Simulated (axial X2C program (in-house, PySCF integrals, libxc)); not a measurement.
## BrF⁺: bond constants with and without spin–orbit coupling

All values were computed with an in-house relativistic program for diatomic molecules. Spin-free means the one-electron spin-free X2C Hamiltonian; two-component (2c) means X2C with spin–orbit coupling and atomic mean-field two-electron Coulomb and Gaunt terms, so the difference of the two also holds small scalar two-electron terms. Basis: Br dyall-cv3z [8s9p6d4f1g], F dyall-av3z [7s6p3d2f] (cores contracted in-house); Gaussian nuclei, density fitting, unrestricted open shells. Masses: Br 78.918 u, F 18.998 u.

The run was started with this input:
```json
{
 "zs": [
  35,
  9
 ],
 "q": 1,
 "bas": [
  "dyall-cv3z",
  "dyall-av3z"
 ],
 "levels": [
  "PBE0",
  "HF",
  "BP86"
 ],
 "cc": true,
 "r0": 1.78,
 "thr": -2.0,
 "nmax": 90,
 "npts": 10,
 "nst": 2,
 "ntry": 6
}
```
```bash
python so2c.py task.json out
```

Keys: zs atomic numbers; q charge; bas basis sets; levels methods; cc coupled cluster on or off; r0 starting distance in Å; thr threshold in hartree for freezing inner shells (an s shell follows its p shell); nmax most natural virtual spinors; npts points on the curve; nst determinants followed; ntry starts of the search. HF also brings MP2.

State, spin-free: M_S = 1/2, Λ = 1 (beyond evenly filled blocks: π+α, π+β, π-α); electrons by block: σα: 10, σβ: 10, π+α: 5, π+β: 5, π-α: 5, π-β: 4, δ+α: 1, δ+β: 1, δ-α: 1, δ-β: 1. Fragments: Br+ + F.

State, 2c: Ω = 3/2 (⟨Sz⟩ = 0.50, ⟨Lz⟩ = 1.00 at PBE0); electrons by block: 1/2: 15, -1/2: 15, 3/2: 6, -3/2: 5, 5/2: 1, -5/2: 1. Fragments: Br+ + F.

```json
{"Hamiltonian": "spin-free", "level": "PBE0", "Re (Å)": "1.671", "ωe (cm⁻¹)": "816.1", "ωexe (cm⁻¹)": "3.48", "αe (cm⁻¹)": "0.00239", "De (eV)": "2.70", "k (mdyn/Å)": "6.01", "μ (D)": "-1.42"}
{"Hamiltonian": "spin-free", "level": "BP86", "Re (Å)": "1.708", "ωe (cm⁻¹)": "747.1", "ωexe (cm⁻¹)": "3.39", "αe (cm⁻¹)": "0.00245", "De (eV)": "3.34", "k (mdyn/Å)": "5.04", "μ (D)": "-1.24"}
{"Hamiltonian": "2c", "level": "PBE0", "Re (Å)": "1.673", "ωe (cm⁻¹)": "811.6", "ωexe (cm⁻¹)": "3.53", "αe (cm⁻¹)": "0.00242", "De (eV)": "2.74", "k (mdyn/Å)": "5.94", "μ (D)": "-1.47"}
{"Hamiltonian": "2c", "level": "BP86", "Re (Å)": "1.709", "ωe (cm⁻¹)": "743.0", "ωexe (cm⁻¹)": "3.47", "αe (cm⁻¹)": "0.00248", "De (eV)": "3.37", "k (mdyn/Å)": "4.98", "μ (D)": "-1.30"}
```

Dipoles are positive if F is the positive end and refer to the centre of mass.

Occupations by symmetry block were frozen at the best pattern of an incomplete PBE0 search. De is counted from the lowest determinant-based energies of the atoms at the same level, without counterpoise correction. Density functionals use the spin component along the axis (collinear). The 2c atoms are single determinants rather than J levels; their spin–orbit lowering is only partly caught, and De is too large by that part. This holds for PBE0, BP86. The functionals have no current-density term, which raises determinants with orbital currents, atoms included.

No reliable constants came from CCSD (2c), CCSD (spin-free), CCSD(T) (2c), CCSD(T) (spin-free), HF (2c), HF (spin-free), MP2 (2c), MP2 (spin-free): no minimum in range, unconverged points, a curve that is not smooth, a change of character along it, or the two Hamiltonians disagreeing along it.

Rough cost a point (2c) on 1 thread(s) of a shared host, integrals apart: PBE0 1 s, BP86 0.5 s.

The whole task took 3.5 min on 1 thread of Intel(R) Xeon(R) Platinum 8488C (Sapphire Rapids), on a shared host.
